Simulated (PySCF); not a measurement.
C6H11OS (doublet state).
SMILES with atom numbers: `[O:1]=[CH:2][CH2:3][CH:4][CH2:5][CH2:6][CH2:7][SH:8]` (hydrogens: H9 on C2; H10, H11 on C3; H12 on C4; H13, H14 on C5; H15, H16 on C6; H17, H18 on C7; H19 on S8)

Structure used (GFN2-xTB), in Å, numbered top down from 1:
```
atom  x, y, z in Å
O1    -1.9362    0.0604    1.6407
C2    -2.4360    0.5419    0.6665
C3    -1.9408    0.4122   -0.7643
C4    -0.7491   -0.4397   -0.9356
C5     0.6043    0.1361   -1.0601
C6     1.2128    0.5615    0.2986
C7     1.3463   -0.6026    1.2649
S8     2.3959   -1.9491    0.6152
H9    -3.3667    1.1420    0.7354
H10   -1.7613    1.4289   -1.1289
H11   -2.7979    0.0118   -1.3206
H12   -0.8539   -1.4952   -0.7533
H13    0.5792    1.0262   -1.6967
H14    1.2752   -0.5985   -1.5104
H15    2.1934    1.0102    0.1185
H16    0.5723    1.3133    0.7649
H17    1.7768   -0.2780    2.2127
H18    0.3752   -1.0576    1.4531
H19    3.5009   -1.2146    0.4868
```

The hyperfine couplings belong to this conformer and change with its torsions.

The calculation used UKS B3LYP, pcH-1 on C H O S, non-relativistic, mean-field spin-orbit, GIAO (PySCF). The structure is a single GFN2-xTB conformer in the gas phase; no vibrational or solvent corrections. Couplings are sensitive to structure, and on GFN2-xTB geometries they can be far from those on DFT ones. No stability test was run, so a lower SCF solution isn't excluded.

Mulliken spin populations: O1 -0.004, C2 +0.041, C3 -0.080, C4 +1.029, C5 -0.082, C6 +0.056, C7 +0.002, S8 +0.002, H9 +0.011, H10 +0.007, H11 +0.027, H12 -0.045, H13 +0.019, H14 +0.011, H15 +0.007, H16 -0.002, H17 -0.001, H18 +0.002, H19 0.000.

(1) Give the computed dipolar 1H tensors of H9, H10, H11, H13, H14, H15, H16, H17, H18, H19.

(2) Estimate them with point dipoles: put each population ρk at its nucleus, leave out the nucleus itself and the atom bound to it, and sum T = Σ [ρk/(2S)]·C·(3 n nᵀ − 1)/r³ with C = μ0 gₑ μB g_N μN/(4π h) = 79.06 MHz Å³.

(3) If all the spin sat on C4, T∥ = 2C/r³. What distance does the computed T3 of H18 then imply?

Answers

(1) 
```
atom            position  distance from C4 (Å)  T1 (MHz)     T2    T3
  H9  γ, 3 bonds from C4                  3.49     -2.98  -1.88  4.87
 H10  β, 2 bonds from C4                  2.13     -5.01  -3.89  8.91
 H11  β, 2 bonds from C4                  2.13     -5.30  -4.37  9.67
 H13  β, 2 bonds from C4                  2.12     -4.71  -4.50  9.21
 H14  β, 2 bonds from C4                  2.11     -5.01  -4.47  9.48
 H15  γ, 3 bonds from C4                  3.45     -3.91  -1.79  5.70
 H16  γ, 3 bonds from C4                  2.78     -5.08  -1.86  6.94
 H17     4 bonds from C4                  4.04     -1.66  -0.90  2.55
 H18     4 bonds from C4                  2.71     -4.78  -3.00  7.79
 H19     5 bonds from C4                  4.55     -0.92  -0.67  1.59
```

(2) 
```tsv
atom	T1 (MHz)	T2	T3	T3, computed	difference in T3 (%)
H9	-1.50	-1.29	2.79	4.87	-43
H10	-8.22	-7.52	15.74	8.91	+77
H11	-8.51	-7.42	15.93	9.67	+65
H13	-8.66	-7.53	16.19	9.21	+76
H14	-8.63	-7.70	16.34	9.48	+72
H15	-1.50	-1.32	2.82	5.70	-51
H16	-3.33	-3.17	6.50	6.94	-6
H17	-1.51	-1.18	2.70	2.55	+6
H18	-3.99	-3.27	7.26	7.79	-7
H19	-0.93	-0.79	1.72	1.59	+9
```

(3) r = (2 × 79.06/7.79)^(1/3) = 2.73 Å, against 2.71 Å in the structure.

Hardware: AMD EPYC 9R45, one thread, no GPU, shared host. Cost: 70 s of wall time (with the writing of density and orbital grids), 1.1 GiB resident at most.
